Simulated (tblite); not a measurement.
C₈H₅O₂ (charge -1).
Cartesian coordinates in Å at the GFN2-xTB level; atoms count from 1:
```
atom  x, y, z in Å
C1     3.4196    1.1166   -0.2194
C2     2.2807    0.7322   -0.1420
C3     0.9399    0.3121   -0.0630
C4    -0.0604    1.1869   -0.4600
C5    -1.3999    0.8489   -0.4127
C6    -1.7335   -0.4214    0.0535
O7    -3.0843   -0.7665    0.1004
C8    -0.7715   -1.3109    0.4548
C9     0.6310   -1.0161    0.4293
O10    1.4932   -1.8445    0.8022
H11    4.4212    1.4273   -0.2761
H12    0.2253    2.1709   -0.8204
H13   -2.1748    1.5347   -0.7225
H14   -3.1265   -1.6679    0.4398
H15   -1.0645   -2.2944    0.8142
```

Calculated harmonic vibrations of the isolated species, GFN2-xTB (tblite), most abundant isotopes, no scaling. This tight-binding method is rough: wavenumbers can miss measured ones by several per cent, in bad cases by 10 to 20. One conformer, not necessarily the lowest.

Harmonic wavenumbers (cm⁻¹): 81.6, 120.4, 189.3, 228.7, 317.5, 370.9, 375.2, 398.1, 398.2, 426.6, 507.1, 555.6, 569.1, 594.6, 651.7, 689.1, 703.6, 751.9, 761.9, 803.4, 878.4, 979.8, 1108.9, 1144.7, 1178.0, 1195.1, 1241.5, 1290.4, 1357.1, 1478.6, 1523.9, 1571.9, 1620.8, 2229.7, 2991.7, 2997.9, 3065.9, 3364.2, 3528.5.

A = 3028, B = 967.1, C = 733.0 MHz; mass 133.029 u (most abundant isotopes); point group Cs, symmetry number 1.

Problem. Zero-point energy?

Solution. ½Σν̃ = 22121 cm⁻¹ = 264.62 kJ/mol.

Problem. Give the ideal-gas entropy at 400 K and 1 bar in the rigid-rotor, harmonic-oscillator model (classical rotation).

Solution. Translation 175.96, rotation 126.65, vibration 130.97: S = 433.6 J/(mol K).

Problem. And Cp and H(400 K) − H(0)?

Solution. Cp = 187.24 J/(mol K), of which vibrations give 153.98 (their classical limit is 39 R = 324.3); H(400 K) − H(0) = 43.38 kJ/mol without the zero-point energy, 30.08 from vibrations.

Problem. How do the functions run with temperature in this model?

Solution. 
```
 T (K)  S (J/(mol K))  Cp (J/(mol K))  H − H(0) (kJ/mol)  G − H(0) (kJ/mol)  ln q(vib)
    50          237.9            43.7               1.83             -10.07       0.14
   100          273.8            63.0               4.47             -22.91       0.70
298.15          383.8           152.0              26.03             -88.39       4.44
373.15          420.9           178.8              38.47            -118.58       6.10
   500          478.4           214.3              63.52            -175.68       8.97
   750          574.7           259.7             123.30            -307.76      14.44
  1000          653.5           287.1             191.90            -461.59      19.46
```

q(vib) and H(0) count from the zero-point level.

Problem. What must be added to the electronic energy to get the Gibbs energy at 400 K and 1 bar?

Solution. ZPE + [H(400 K) − H(0)] − T·S = 264.62 + 43.38 − 173.43 = 134.57 kJ/mol.

Hindered rotation and anharmonicity are outside this model. Other conformers, if any are populated, would add a mixing term that is left out.
